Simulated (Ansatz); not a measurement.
The same atomization along the group F, Cl, Br, I.

Gas-phase electronic energies from Ansatz, PBE0-D4/def2-TZVP geometries. CCSD(T)/CBS adds triple-zeta CCSD(T) − MP2 to the extrapolated MP2 energy (def2 sets, frozen cores). This one scheme is used for every species, atoms too. Double bonds are as drawn, so ΔE can hold a change between cis and trans. Functionals use def2-TZVPP. Open shells (•) are unrestricted, without spin–orbit coupling. Spin–orbit coupling would lower the free atoms: a little for C, Cl, F, Si; clearly for Br; strongly for I. Elements past krypton have def2 core potentials. Bonds to Br, I are less sure, by a few kJ/mol each and by 10 to 20 or more in all where they break to atoms, as the def2 sets lack core-valence functions. Scalar relativity is left out up to krypton.

```tsv
reaction	CCSD(T)/CBS(def2) (kJ/mol)
`F/C=C/[SiH3]` → F• + 2 C• + 5 H• + Si•	3284
`[SiH3]/C=C/Cl` → Cl• + 2 C• + 5 H• + Si•	3158
`[SiH3]/C=C/Br` → Br• + 2 C• + 5 H• + Si•	?
`[SiH3]/C=C/I` → I• + 2 C• + 5 H• + Si•	3066
```

Task: Fill in the missing values. (An estimate is asked.)

Result: Ansatz gave: `[SiH3]/C=C/Br` → Br• + 2 C• + 5 H• + Si•: +3112.5 kJ/mol.

Largest T1 diagnostic: 0.012, for `F/C=C/[SiH3]`.

For atomizations the MP2-based limit and the directly extrapolated one differ by several kJ/mol either way, and by 10 to 25 for some Ge, Se and Sn compounds, so smaller differences from it don't rank the levels.
